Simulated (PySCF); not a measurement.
# Working out the ionisation energy of Kr⁺

Kr⁺ [Ar] 3d10 4s2 4p5 (2P) → Kr²⁺ [Ar] 3d10 4s2 4p4 (3P). Calculation: PySCF 2.14, in aug-cc-pVTZ-DK; scalar relativity by spin-free X2C-1e. Frozen: [Ar] 3d10. Energies in hartree (1 hartree = 27.21139 eV):

| part | Kr⁺ (lower) | Kr²⁺ (upper) |
| --- | --- | --- |
| UHF | -2787.693795 | -2786.840038 |
| CCSD correlation | -0.159023 | -0.127947 |
| (T) | -0.004216 | -0.003015 |

**Question.** What does Hartree-Fock give?

**Answer.** (-2786.840038) − (-2787.693795) = 0.853757 hartree = 23.232 eV.

**Question.** What do CCSD and CCSD(T) give?

**Answer.** The CCSD correlation energies differ by 0.031076 hartree = 0.846 eV and the triples by 0.001201 hartree = 0.033 eV, so CCSD gives 24.078 eV and CCSD(T) 24.111 eV.

Reference: 24.360 eV (measured; NIST Atomic Spectra Database, ionization energies), between the lowest levels; spin-orbit coupling is absent from the calculation.

What remains against the reference includes basis incompleteness, the frozen core and higher excitations.
